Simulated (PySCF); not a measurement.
CH6ClGeN, SMILES [CH3][Ge@H]([NH2])[Cl]. Coordinates come from a PBE-D3(BJ)/def2-SVP optimisation. The structure was generated by enumeration; whether it is a known compound was not checked. Other conformers were not sampled.

Calculation: PBE-D3(BJ)/def2-SVP run with PySCF.

Harmonic wavenumbers (cm⁻¹): 98, 152, 176, 189, 250, 381, 566, 596, 605, 685, 713, 791, 816, 896, 1206, 1378, 1383, 1505, 2098, 2991, 3100, 3107, 3440, 3535. Rotational constants (GHz): 4.964, 2.664, 2.019; symmetry number 1.

Work out the zero-point energy and the ideal-gas rigid-rotor harmonic-oscillator thermochemistry at 298.15 K and 1 atm.

ZPE = ½ Σ hcν = ½ × 30660 cm⁻¹ = 43.83 kcal/mol. H − E(el) = 48.92 kcal/mol. Entropy in cal/(mol K): translation 40.72, rotation 26.89, vibration 16.16, total 83.78. G − E(el) = 23.95 kcal/mol. Cp = 25.93 cal/(mol K). Modes under 150 cm⁻¹ make the vibrational entropy uncertain.
